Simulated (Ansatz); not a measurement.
`[NH2][InH][SnH2][OH]` + H₂ → `[OH][SnH3]` + `[NH2][InH2]` at 298.15 K and 1 bar (hydrogenolysis of the Sn–In bond).

Gas-phase electronic energies from Ansatz, PBE0-D4/def2-TZVP geometries. CCSD(T)/CBS adds triple-zeta CCSD(T) − MP2 to the extrapolated MP2 energy (def2 sets, frozen cores). This one scheme is used for every species. Elements past krypton have def2 core potentials. For In, Sn outer-core shells are correlated without core-valence functions, which leaves a few kJ/mol of doubt a bond. One conformer a species, not always the lowest.

| species | CCSD(T)/CBS energy (Eh) | H − E (kJ/mol) | S (J/(mol·K)) |
| --- | --- | --- | --- |
| `[NH2][InH][SnH2][OH]` | -537.34737 | 178.1 | 423.4 |
| H₂ | -1.17544 | 35.1 | 130.4 |
| `[OH][SnH3]` | -291.59405 | 101.0 | 287.4 |
| `[NH2][InH2]` | -246.90424 | 110.5 | 281.1 |

H − E and S are ideal-gas, rigid-rotor, harmonic terms from PBE0-D4/def2-TZVP, for one conformer and one mirror image of each species. For small species the MP2-based limit differs from directly extrapolated CCSD(T) by up to some mEh (0.8 for H₂); such offsets cancel only in part. 1 Eh = 2625.50 kJ/mol, R = 8.31446 J/(mol·K).

Task: By hand: ΔE, ΔH, ΔS and ΔG.

Result: ΔE = (-291.59405) + (-246.90424) − (-537.34737) − (-1.17544) = 0.02452 Eh = 64.4 kJ/mol. Δ(H − E) = 101.0 + 110.5 − 178.1 − 35.1 = -1.7, so ΔH = 62.7 kJ/mol. ΔS = 287.4 + 281.1 − 423.4 − 130.4 = 14.7 J/(mol·K). ΔG = 62.7 − 298.15 × (14.7)/1000 = 58.3 kJ/mol.

Task: By hand: the equilibrium constant, and the temperature at which ΔG would vanish if ΔH and ΔS stayed fixed.

Result: log₁₀ K = −ΔG/(RT ln 10) = -10.2. ΔG = 0 at ΔH/ΔS = 4265 K, far beyond where these terms or the molecules hold.

The number of gas molecules stays the same, so ΔS is small and ΔH decides. A doubt of 5 kJ/mol in ΔE shifts log₁₀ K by 0.9 here. Other conformers and mirror images would add mixing entropy, several J/(mol·K) or more a flexible species. Modes under 60 cm⁻¹, often nearly free rotors, make the harmonic entropy too high. These are equilibria of isolated gas molecules and say nothing of rates. Largest T1 diagnostic: 0.016 (customary marks: 0.02 for closed shells, 0.045 for open ones).
